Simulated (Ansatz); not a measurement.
Consider the cleavage of the Ge–Ga bond: `[GaH2][GeH3]` + `NB(O)F` → `OB(F)[NH][GeH3]` + `[GaH3]`.

Isolated molecules relaxed with PBE0-D4/def2-TZVP in Ansatz; ΔE leaves out vibrations. CCSD(T)/CBS is the MP2 limit (def2-TZVPP, def2-QZVPP) plus CCSD(T) − MP2 in def2-TZVPP, frozen cores. Functionals use def2-TZVPP. For Ga, Ge outer-core shells are correlated without core-valence functions, which leaves a few kJ/mol of doubt a bond. Scalar relativity is left out up to krypton. Each species was taken in one conformer, which may not be the lowest.

**Question.** Is it downhill or uphill in electronic energy at CCSD(T)/CBS, and by how much? (An estimate is asked.)

**Answer.** Computed: Uphill: ΔE = +26.4 kJ/mol.

**Question.** What do these levels give: PBE-D4, B2PLYP, CCSD/def2-TZVPP, HF/def2-QZVPP, HF/CBS(def2), CCSD/CBS(def2)? (Best estimate.)

**Answer.** Computed: PBE-D4 38.4, B2PLYP 25.8, CCSD/def2-TZVPP 21.4, HF/def2-QZVPP 12.4, HF/CBS(def2) 12.3, CCSD/CBS(def2) 26.5 kJ/mol.

Largest T1 diagnostic among the species: 0.013.

In def2-TZVPP, CCSD(T) changes the Hartree–Fock value by +7.8 kJ/mol (the triples alone add −0.1 kJ/mol) and MP2 by +4.9 kJ/mol. The D4 term adds −4.0 kJ/mol with B3LYP and −2.2 kJ/mol with PBE0; it sums over pairs of atoms, weighted by their polarisabilities, and B3LYP, whose exchange is more repulsive, gets the larger term. From PBE to PBE0 (25 % exact exchange), in def2-TZVPP and without D4, ΔE moves by −3.9 kJ/mol.

B3LYP here is the variant with VWN-RPA as its local correlation; programs differ in this.
